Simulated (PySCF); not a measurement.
# UHF on V⁺ (vanadium, charge +1)

Configuration: [Ar] 3d4, high-spin 5D determinant. All numbers are calculated (PySCF 2.14, the spin-free X2C one-electron Hamiltonian (Gaussian nucleus), in x2c-TZVPPall (6s5p4d2f1g, 64 functions)).

* Total energy: -947.907190 hartree
* One-electron energy: -1299.1991 hartree
* Hartree (Coulomb) energy: 395.9942 hartree
* Exchange energy: -44.7023 hartree
* ⟨S²⟩: 6.0011
* ⟨L²⟩: 6.021
* Sum of ⟨r⟩: 16.36 bohr
* Sum of ⟨r²⟩: 21.68 bohr²
* Traceless quadrupole moment −½Σ⟨3z² − r²⟩ along its main axis: -0.893 e·bohr²
* Langevin diamagnetic susceptibility: -17.2 ×10⁻⁶ cm³/mol

```json
{"shell": "1s β", "electrons": "1", "mean orbital energy (eV)": "-5522.7", "spread (eV)": "0", "rms radius, mean of both spins (bohr)": "0.0768"}
{"shell": "1s α", "electrons": "1", "mean orbital energy (eV)": "-5522.7", "spread (eV)": "0", "rms radius, mean of both spins (bohr)": "0.0768"}
{"shell": "2s α", "electrons": "1", "mean orbital energy (eV)": "-659.62", "spread (eV)": "0", "rms radius, mean of both spins (bohr)": "0.332"}
{"shell": "2s β", "electrons": "1", "mean orbital energy (eV)": "-657.85", "spread (eV)": "0", "rms radius, mean of both spins (bohr)": "0.332"}
{"shell": "2p α", "electrons": "3", "mean orbital energy (eV)": "-548.34", "spread (eV)": "0.043", "rms radius, mean of both spins (bohr)": "0.303"}
{"shell": "2p β", "electrons": "3", "mean orbital energy (eV)": "-546.55", "spread (eV)": "0.562", "rms radius, mean of both spins (bohr)": "0.303"}
{"shell": "3s α", "electrons": "1", "mean orbital energy (eV)": "-92.940", "spread (eV)": "0", "rms radius, mean of both spins (bohr)": "1.03"}
{"shell": "3s β", "electrons": "1", "mean orbital energy (eV)": "-86.157", "spread (eV)": "0", "rms radius, mean of both spins (bohr)": "1.03"}
{"shell": "3p α", "electrons": "3", "mean orbital energy (eV)": "-61.684", "spread (eV)": "1.052", "rms radius, mean of both spins (bohr)": "1.13"}
{"shell": "3p β", "electrons": "3", "mean orbital energy (eV)": "-53.214", "spread (eV)": "1.631", "rms radius, mean of both spins (bohr)": "1.13"}
{"shell": "3d α", "electrons": "4", "mean orbital energy (eV)": "-15.836", "spread (eV)": "1.521", "rms radius, mean of both spins (bohr)": "1.67"}
```

Densities and radii are taken from the X2C orbitals without a picture-change correction, which distorts them close to the nucleus.

Spin-orbit constants ζ (cm⁻¹) from the X2C one-electron operator on these orbitals: bare nucleus, nucleus screened by l(l+1)(2l+1)/3 electrons, and screened by the Breit-Pauli mean field of the electrons.

```
shell   bare  screened nucleus  mean field
   2p  40590             37060       35440
   3p   4448              4061        3855
   3d  311.3             175.9       150.9
```

To first order the Landé constant is A = 37.73 cm⁻¹, so the lowest level has J = 0 and lies 0.0281 eV below the centre of the term. This holds in LS coupling only.
